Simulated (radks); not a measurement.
Species: Dy III. Configuration: [Kr] 4d10 4f12 5s2 5p4 (not the ground configuration). Calculated with a radial shooting solver on a logarithmic mesh with Libxc functionals: scalar-relativistic Kohn-Sham, PBEsol, spin-polarised, spherical densities, point nucleus; open shells are filled with parallel spins first (spin-orbit coupling, left out, can overturn this in heavy ions).

Local quantities along the radius. ELF = 1/(1 + alpha^2) is the electron localisation function; alpha = (tau - tau_W)/tau_unif compares the Pauli kinetic energy density with that of the uniform gas (summed over spins). tau is taken from the large components.

```
   r/bohr * ELF (the largest magnitude, 0.999, reaches the edge; | marks zero)
 0.002016 |                                                      *
 0.002328 |                                                      *
 0.002667 |                                                      *
  0.00308 |                                                      *
 0.003529 |                                                      *
 0.004076 |                                                      *
 0.004669 |                                                      *
 0.005393 |                                                      *
 0.006178 |                                                      *
 0.007135 |                                                      *
 0.008175 |                                                      *
 0.009441 |                                                     *
  0.01082 |                                                     *
  0.01249 |                                                    *
  0.01431 |                                                  *
   0.0164 |                                              *
  0.01894 |                                       *
  0.02169 |                              *
  0.02505 |                      *
   0.0287 |                  *
  0.03315 |                 *
  0.03798 |                     *
  0.04386 |                            *
  0.05025 |                                   *
  0.05803 |                                       *
  0.06649 |                                        *
  0.07679 |                                     *
  0.08797 |                              *
   0.1016 |                     *
   0.1164 |                  *
   0.1344 |                     *
    0.154 |                             *
   0.1779 |                                     *
   0.2038 |                                        *
   0.2353 |                                     *
   0.2696 |                          *
   0.3089 |              *
   0.3567 |             *
   0.4087 |                       *
    0.472 |                                   *
   0.5408 |                                      *
   0.6245 |                                    *
   0.7155 |                              *
   0.8264 |                      *
   0.9467 |                 *
    1.093 |                  *
    1.253 |                      *
    1.447 |                         *
    1.657 |                        *
    1.914 |                   *
    2.193 |            *
    2.533 |    *
    2.902 | *
    3.351 *
    3.839 *
    4.434 *
     5.08 *
```

On this mesh the ELF has minima near r = 0.033, 0.12, 0.36, 0.95 bohr, which separate the shells, and maxima near 0.066 (0.74), 0.20 (0.74), 0.54 (0.72), 1.4 (0.47).
